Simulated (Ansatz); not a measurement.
Reaction (hydrogenolysis of the Si–C bond): `C[SiH2]B(O)O` + H₂ → `OB(O)[SiH3]` + CH₄

Calculated with Ansatz (gas phase, PBE0-D4/def2-TZVP geometries, no zero-point term in ΔE). CBS: MP2 limit from def2 TZ/QZ plus the TZ coupled-cluster correction, frozen cores. This one scheme is used for every species. DFT in def2-TZVPP. One conformer a species, not always the lowest.

| level | ΔE (kcal/mol) |
| --- | --- |
| r2SCAN-D4 | -5.0 |
| ωB97X-V | -6.3 |
| MP2/def2-QZVPP | -4.8 |
| SCS-MP2/def2-QZVPP | -6.3 |

Problem. What does CCSD(T)/CBS give? (An estimate is asked.)

Solution. Ansatz gave: -5.8 kcal/mol. The listed levels differ from it by 0.8, -0.5, 1.0, -0.5 kcal/mol.

Largest T1 diagnostic among the species: 0.014.

The D4 term adds +2.0 kcal/mol with B3LYP and +1.1 kcal/mol with PBE0; it sums over pairs of atoms, weighted by their polarisabilities, and B3LYP, whose exchange is more repulsive, gets the larger term. In def2-TZVPP, CCSD(T) changes the Hartree–Fock value by +5.7 kcal/mol (the triples alone add +1.1 kcal/mol) and MP2 by +7.0 kcal/mol.

B3LYP here is the variant with VWN-RPA as its local correlation; programs differ in this.
